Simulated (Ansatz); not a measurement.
Consider the formal loss of a carbene: `CC(F)(F)[SiH2]F` → `F[C]F` + `C[SiH2]F`.

Calculated with Ansatz (gas phase, PBE0-D4/def2-TZVP geometries, no zero-point term in ΔE). CCSD(T)/CBS adds triple-zeta CCSD(T) − MP2 to the extrapolated MP2 energy (def2 sets, frozen cores). This one scheme is used for every species. DFT in def2-TZVPP. B3LYP here is the variant with VWN-RPA as its local correlation; programs differ in this. One conformer a species, not always the lowest.

```tsv
level	ΔE (kJ/mol)	difference from CCSD(T)/CBS
PBE-D4	226.2	7.9
r2SCAN-D4	230.2	11.9
PBE0-D4	234.5	16.2
B3LYP-D4	218.6	0.3
ωB97X-V	223.2	4.9
ωB97M-V	213.2	-5.1
B2PLYP	211.7	-6.6
PBE	218.1	-0.2
r2SCAN	227.9	9.6
PBE0	227.5	9.2
B3LYP	205.6	-12.7
HF/def2-TZVPP	180.0	-38.3
MP2/def2-TZVPP	227.5	9.2
SCS-MP2/def2-TZVPP	217.5	-0.8
CCSD/def2-TZVPP	209.5	-8.8
CCSD(T)/def2-TZVPP	209.9	-8.4
HF/def2-QZVPP	178.9	-39.4
MP2/def2-QZVPP	232.0	13.7
SCS-MP2/def2-QZVPP	221.5	3.2
HF/CBS(def2)	178.8	-39.5
MP2/CBS(def2)	235.9	17.6
CCSD/CBS(def2)	217.9	-0.4
CCSD(T)/CBS	218.3	0
```

Largest T1 diagnostic among the species: 0.017.

The D4 term adds +13.0 kJ/mol with B3LYP and +7.0 kJ/mol with PBE0; it sums over pairs of atoms, weighted by their polarisabilities, and B3LYP, whose exchange is more repulsive, gets the larger term. In def2-TZVPP, CCSD(T) changes the Hartree–Fock value by +29.9 kJ/mol (the triples alone add +0.4 kJ/mol) and MP2 by +47.5 kJ/mol.
